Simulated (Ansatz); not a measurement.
Stepwise reaction of `F[SiH]([SiH3])[SiH3]` with hydrogen chloride, as a gas-phase model of exchange steps in deposition or etching. ΔE in kJ/mol; ΔG adds harmonic PBE0-D4 terms to CCSD(T)/CBS, at 1 bar.

Program: Ansatz. Geometries: PBE0-D4/def2-TZVP. ΔE: electronic, gas phase. CBS: MP2 limit from def2 TZ/QZ plus the TZ coupled-cluster correction, frozen cores. This one scheme is used for every species. DFT in def2-TZVPP. B3LYP here is the variant with VWN-RPA as its local correlation; programs differ in this.

```json
{"step": "1", "reaction": "`F[SiH]([SiH3])[SiH3]` + HCl → `F[SiH]([SiH3])Cl` + SiH₄", "PBE-D4": "-93.3", "B3LYP-D4": "-107.2", "ωB97M-V": "-114.1", "CCSD(T)/CBS": "-108.3", "ΔG(600 K)": "-97.5"}
{"step": "2", "reaction": "`F[SiH]([SiH3])Cl` + HCl → `F[SiH](Cl)Cl` + SiH₄", "PBE-D4": "-94.1", "B3LYP-D4": "-106.0", "ωB97M-V": "-114.2", "CCSD(T)/CBS": "-108.4", "ΔG(600 K)": "-97.5"}
```

(1) By hand: ΔE of the 2 steps together at CCSD(T)/CBS.

Answers

(1) (-108.3) + (-108.4) = -216.7 kJ/mol, or -108.3 kJ/mol a step.

In ΔE the steps differ by no more than 0.1 kJ/mol. All are downhill at CCSD(T)/CBS. ΔG lies between -97.5 and -97.5 kJ/mol a step. PBE-D4 differs from CCSD(T)/CBS by 14.3 to 15.0 kJ/mol a step. Isolated molecules leave out the surface, adducts and barriers. Largest T1 diagnostic: 0.013.
